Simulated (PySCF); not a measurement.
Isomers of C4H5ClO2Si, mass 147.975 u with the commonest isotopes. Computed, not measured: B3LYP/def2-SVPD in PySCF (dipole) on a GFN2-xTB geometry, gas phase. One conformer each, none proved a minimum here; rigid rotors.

Task: Order these by radius of gyration √(Σ m r²/M), largest first.
A. `[O:1]=[C:2]=[C:3]([CH:4]=[O:5])[SiH2:6][CH2:7][Cl:8]` with C2–C3–C4–O5 179°, C2–C3–Si6–C7 1°, C3–Si6–C7–Cl8 -59°
B. `[O:1]=[C:2]=[C:3]([CH2:4][Cl:5])[SiH2:6][CH:7]=[O:8]` with C2–C3–C4–Cl5 106°, C2–C3–Si6–C7 145°, C3–Si6–C7–O8 -5°
C. `[O:1]=[C:2]=[C:3]([CH:4]=[O:5])[CH2:6][SiH2:7][Cl:8]` with C2–C3–C4–O5 180°, C2–C3–C6–Si7 180°, C3–C6–Si7–Cl8 180°

Result: C (2.407 Å), B (2.217 Å), A (2.184 Å).

Task: Order these by rotational constant C, largest first.
A. `[O:1]=[C:2]=[C:3]([CH2:4][Cl:5])[SiH2:6][CH:7]=[O:8]` with C2–C3–C4–Cl5 106°, C2–C3–Si6–C7 145°, C3–Si6–C7–O8 -5°
B. `[O:1]=[C:2]=[C:3]([CH:4]=[O:5])[SiH2:6][CH2:7][Cl:8]` with C2–C3–C4–O5 179°, C2–C3–Si6–C7 1°, C3–Si6–C7–Cl8 -59°
C. `[O:1]=[C:2]=[C:3]([CH:4]=[O:5])[CH2:6][SiH2:7][Cl:8]` with C2–C3–C4–O5 180°, C2–C3–C6–Si7 180°, C3–C6–Si7–Cl8 180°

Result: A (768.2 MHz), B (750.6 MHz), C (593.0 MHz).

Task: Order these by out-of-plane moment Σ m c² = (Ia + Ib − Ic)/2, smallest first.
A. `[O:1]=[C:2]=[C:3]([CH:4]=[O:5])[SiH2:6][CH2:7][Cl:8]` with C2–C3–C4–O5 179°, C2–C3–Si6–C7 1°, C3–Si6–C7–Cl8 -59°
B. `[O:1]=[C:2]=[C:3]([CH:4]=[O:5])[CH2:6][SiH2:7][Cl:8]` with C2–C3–C4–O5 180°, C2–C3–C6–Si7 180°, C3–C6–Si7–Cl8 180°
C. `[O:1]=[C:2]=[C:3]([CH2:4][Cl:5])[SiH2:6][CH:7]=[O:8]` with C2–C3–C4–Cl5 106°, C2–C3–Si6–C7 145°, C3–Si6–C7–O8 -5°

Result: B (4.81 u·Å²), A (32.38 u·Å²), C (69.32 u·Å²).

```
             SMILES  point group  Ia (u·Å²)  Ib (u·Å²)  Ic (u·Å²)      κ  μa (D)  μb (D)  μc (D)
O=C=C(C=O)[SiH2]CCl           C1     252.38     485.68     673.31  -0.54    0.29    0.30    1.44
O=C=C(CCl)[SiH2]C=O           C1     365.59     430.89     657.84   0.32    0.48    1.36    0.88
O=C=C(C=O)C[SiH2]Cl           Cs     186.60     675.21     852.19  -0.85    4.35    0.09    0.00
```
